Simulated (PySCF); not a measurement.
SMILES [SiH2]N([SiH3])[SiH3] (H8NSi3), doublet, PBE0/def2-SVP optimised geometry.

```
12

Si     0.75     0.68     0.00
N      0.18    -0.14     1.45
Si    -1.35     0.35     2.15
Si     1.19    -1.39     2.17
H      0.24     2.09     0.00
H      2.25     0.68     0.00
H     -1.97    -0.82     2.85
H     -2.25     0.83     1.06
H     -1.19     1.45     3.15
H      2.17    -0.83     3.14
H      1.94    -2.09     1.08
H      0.31    -2.37     2.88
```

Density from unrestricted PBE0/def2-TZVP (PySCF 2.14.0) at that geometry.

Minimum of the electron density along straight lines between bonded atoms, close to the bond critical point (lines longer than 1.1 times the sum of covalent radii, or with two minima, are not listed):

```json
[
 {"bond": "Si1–N2", "length / Å": "1.758", "ρ at the minimum / e bohr⁻³": "0.121", "∇²ρ there / e bohr⁻⁵": "0.49", "position (fraction from the first atom)": "0.40"},
 {"bond": "N2–Si3", "length / Å": "1.760", "ρ at the minimum / e bohr⁻³": "0.121", "∇²ρ there / e bohr⁻⁵": "0.47", "position (fraction from the first atom)": "0.60"},
 {"bond": "N2–Si4", "length / Å": "1.760", "ρ at the minimum / e bohr⁻³": "0.121", "∇²ρ there / e bohr⁻⁵": "0.47", "position (fraction from the first atom)": "0.60"},
 {"bond": "Si1–H5", "length / Å": "1.501", "ρ at the minimum / e bohr⁻³": "0.118", "∇²ρ there / e bohr⁻⁵": "0.13", "position (fraction from the first atom)": "0.49"},
 {"bond": "Si1–H6", "length / Å": "1.501", "ρ at the minimum / e bohr⁻³": "0.118", "∇²ρ there / e bohr⁻⁵": "0.13", "position (fraction from the first atom)": "0.49"},
 {"bond": "Si3–H7", "length / Å": "1.493", "ρ at the minimum / e bohr⁻³": "0.121", "∇²ρ there / e bohr⁻⁵": "0.14", "position (fraction from the first atom)": "0.49"},
 {"bond": "Si3–H8", "length / Å": "1.494", "ρ at the minimum / e bohr⁻³": "0.120", "∇²ρ there / e bohr⁻⁵": "0.14", "position (fraction from the first atom)": "0.49"},
 {"bond": "Si3–H9", "length / Å": "1.496", "ρ at the minimum / e bohr⁻³": "0.120", "∇²ρ there / e bohr⁻⁵": "0.14", "position (fraction from the first atom)": "0.49"},
 {"bond": "Si4–H10", "length / Å": "1.496", "ρ at the minimum / e bohr⁻³": "0.120", "∇²ρ there / e bohr⁻⁵": "0.14", "position (fraction from the first atom)": "0.49"},
 {"bond": "Si4–H11", "length / Å": "1.494", "ρ at the minimum / e bohr⁻³": "0.120", "∇²ρ there / e bohr⁻⁵": "0.14", "position (fraction from the first atom)": "0.49"},
 {"bond": "Si4–H12", "length / Å": "1.493", "ρ at the minimum / e bohr⁻³": "0.121", "∇²ρ there / e bohr⁻⁵": "0.14", "position (fraction from the first atom)": "0.49"}
]
```
